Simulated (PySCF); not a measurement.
Sn(H)2(OH)2, H₄O₂Sn, SMILES [OH][SnH2][OH], singlet (PBE0/def2-SVP optimised geometry):

```
7

Sn    -0.856    -0.342     0.000
O      1.128    -0.342     0.000
O     -1.479    -1.249    -1.651
H     -1.241     1.322     0.000
H     -1.496    -1.322     1.243
H      1.496    -1.233     0.018
H     -1.203    -0.787    -2.451
```

Computed with PySCF with PBE0/def2-TZVP, def2 effective core potentials past Kr.

Question: What are the frontier orbital energies and the dipole moment?

Answer: HOMO-2 -9.05 eV, HOMO-1 -8.67 eV, HOMO -8.50 eV, LUMO -0.55 eV, LUMO+1 -0.16 eV; dipole moment 0.58 D.

On the same geometry PBE/def2-TZVP, def2 effective core potentials past Kr (PySCF) gives HOMO-2 -7.56 eV, HOMO-1 -6.99 eV, HOMO -6.82 eV, LUMO -1.48 eV, LUMO+1 -0.92 eV; dipole moment 0.43 D.
